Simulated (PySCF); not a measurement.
Bonds: Al1-N4 1.793 Å, N4-C5 1.198 Å, C5-S6 1.575 Å. Al1 carries H2, H3.

All values are calculated (PySCF): shielding tensors at B3LYP/pcSseg-1 (pcSseg-2 on Al) (GIAO), structure optimised with PBE0-D3(BJ)/def2-SVP. A single conformation, gas phase, equivalent nuclei averaged, non-relativistic.

Shifts are taken against calculated references (same method and geometry level): 13C and 1H vs TMS; 27Al against [Al(H2O)6]3+; 15N vs NH3; 33S against CS2.

```tsv
atoms	nucleus	count	δ (ppm)
C5	13C	1	155.2
H2/H3	1H	2	?
Al1	27Al	1	197.2
S6	33S	1	-212
N4	15N	1	?
```

Question: Fill in the missing shifts.

Answer: 
- H2/H3: 4.49 ppm, hydrogen on an aluminium bonded to N
- N4: 154.3 ppm, nitrogen bonded to C, Al

Hydrides on Al or Ga are broadened by the quadrupolar metal nucleus. Shifts are as computed, not scaled to solution data. Of 1211 compounds with measured shifts, 218 miss one by over three times the rms of a fit or turn the order of signals round; such compounds aren't used in these exercises. Experimental scales use liquid or dissolved standards, which lie at an offset from isolated NH3 (liquid NH3: subtract about 20 ppm). Unscaled 15N shifts of sp2 nitrogen come out 20 to 40 ppm too high even then.
